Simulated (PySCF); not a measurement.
C₅H₁₀O₂S.
Atom-mapped SMILES: `[CH3:1][CH2:2]/[CH:3]=[CH:4]/[S:5]([CH3:6])(=[O:7])=[O:8]` (hydrogens: H9, H10, H11 on C1; H12, H13 on C2; H14 on C3; H15 on C4; H16, H17, H18 on C6)

Computed geometry: GFN2-xTB, gas phase.

What internal coordinates does the optimisation give?

```csv
bond,length (Å),order
C1–C2,1.529,single
C2–C3,1.492,single
C3=C4,1.318,double
C4–S5,1.788,single
S5–C6,1.819,single
"S5=O7, S5=O8",1.438,double
"C1–H9, C1–H10, C1–H11",1.087,single
"C2–H12, C2–H13",1.092,single
C3–H14,1.083,single
C4–H15,1.075,single
"C6–H16, C6–H17, C6–H18",1.082,single
```

Bonds in one row agree within 0.01 Å and their mean is given. Orders are formal, as drawn. A selection of angles:
```csv
angle,degrees
C1–C2–C3,110.9
C2–C3–C4,126.3
C3–C4–S5,119.5
C4–S5–C6,103.5
C4–S5–O7,108.9
C6–S5–O7,108.3
O7–S5–O8,118.2
```

Torsions: C1–C2–C3–C4 123° (anticlinal); C2–C3–C4–S5 180° (antiperiplanar); C3–C4–S5–C6 111° (anticlinal). The mirror-image conformer, all signs reversed, is as good.

The C–C distances run from 1.318 Å (C3=C4, drawn double) to 1.529 Å (C1–C2, drawn single), a spread of 0.211 Å. S5 (sulfonyl sulfur) is distorted tetrahedral (angles from 103.5° to 118.2°). The C–S distances run from 1.788 Å (C4–S5, drawn single) to 1.819 Å (S5–C6, drawn single), a spread of 0.031 Å. Of the pairs four or more bonds apart, O7···H14 is among the closest relative to their van der Waals radii: 2.41 Å, 89 % of the sum of Bondi's values.

Point group: C1 (no symmetry element, even within 0.4 Å). Stationary, but not proved a minimum. The numbers are those of one conformer.
